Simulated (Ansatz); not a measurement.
H6MgO2Si2, SMILES `[SiH3][O][Mg][O][SiH3]`, relaxed with RKS PBE-D4/def2-SVP in Ansatz 0.2.0 from a rough embedded geometry. The force threshold is 0.03 eV/Å; the program also tests the step.

Total charge 0; spin multiplicity 1.

Start:

```xyz
11

Si   -1.383    0.339    1.904
O    -0.327   -0.872    2.290
Mg    0.754   -1.067    0.618
O     1.942   -1.228   -0.991
Si    1.218   -0.086   -2.105
H    -2.333    0.634    3.049
H    -0.683    1.606    1.579
H    -2.210   -0.019    0.751
H     1.924   -0.130   -3.324
H    -0.213   -0.409   -2.297
H     1.311    1.234   -1.474
```

(1) By how much does the energy fall, and how many steps does the optimiser take? (An estimate is asked.)

(2) Which bonds change most? (An estimate is asked.)

(3) Give the relaxed structure. (An estimate is asked.)

Answers

(1) Ansatz gave: 127.46 kJ/mol, in 22 steps.

(2) The calculation gave: Mg3–O4 from 2.007 to 1.805 Å; O2–Mg3 from 2.001 to 1.805 Å; Si5–H9 from 1.409 to 1.510 Å; O4–Si5 from 1.752 to 1.654 Å.

(3) The calculation gave: 
```xyz
11

Si   -1.901    0.336    2.870
O    -0.987    0.169    1.502
Mg    0.005   -0.008    0.005
O     0.997   -0.183   -1.493
Si    1.900   -0.335   -2.871
H    -1.461   -0.632    3.943
H    -1.785    1.732    3.437
H    -3.361    0.075    2.587
H     2.967   -1.392   -2.712
H     1.038   -0.726   -4.048
H     2.588    0.964   -3.218
```
